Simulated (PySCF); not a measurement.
SMILES CSc1cccs1, GFN2-xTB optimised geometry. Atoms within 1.6 Å of the plane z = 0.0 Å (x, y, z in Å): C1 (-2.53, 0.16, 0.02), S2 (-1.29, 1.48, 0.00), C3 (0.19, 0.55, 0.00), C4 (1.45, 1.07, 0.00), C5 (2.45, 0.07, 0.00), C6 (1.94, -1.19, 0.00), S7 (0.22, -1.19, 0.00), H8 (-2.41, -0.44, 0.91), H9 (-2.43, -0.45, -0.87), H10 (-3.50, 0.65, 0.02), H11 (1.65, 2.13, 0.00), H12 (3.50, 0.28, 0.00), H13 (2.46, -2.13, 0.00).

Level of theory: B3LYP/def2-TZVP in PySCF. Cells within 0.4 Å of a nucleus heavier than hydrogen are left out (blank, or x).

Map of the deformation density (molecule minus spherical neutral atoms) (e/bohr³) on the plane z = 0.0 Å:

```
|1111111111111111111111111111111|
|1111111111111111111111111111111|
|1111111111111111111111111111111|
|1111111111111111111111111111111|
|1111111111111111111111111111111|
|1111111111111111111111111111111|
|1111111111111111111111111111111|
|1111111111111111111111111111111|
|1111111111111111111111111111111|
|1111111111122111111211111111111|
|1111111111023001113931111111111|
|11111111100xx000013831111111111|
|111111111122x24124xx21111111111|
|111111353242035xx9xx72121111111|
|11111148xx32112xx3137x574011111|
|11111112xx11111430003xx63111111|
|1111111013111014300168211111111|
|11111111111110021122x6111111111|
|111111111111111xx35xx2111111111|
|1111111111111133013276211111111|
|1111111111111122001159211111111|
|1111111111111111111112111111111|
|1111111111111111111111111111111|
|1111111111111111111111111111111|
|1111111111111111111111111111111|
|1111111111111111111111111111111|
|1111111111111111111111111111111|
|1111111111111111111111111111111|
|1111111111111111111111111111111|
|1111111111111111111111111111111|
|1111111111111111111111111111111|
```
Scale: ten equal steps from -0.027 (start of '0') to 0.122 (end of '9'), in the order '0123456789'; x runs from -6.00 to 6.00, y from -6.00 (bottom) to 6.00 (top).
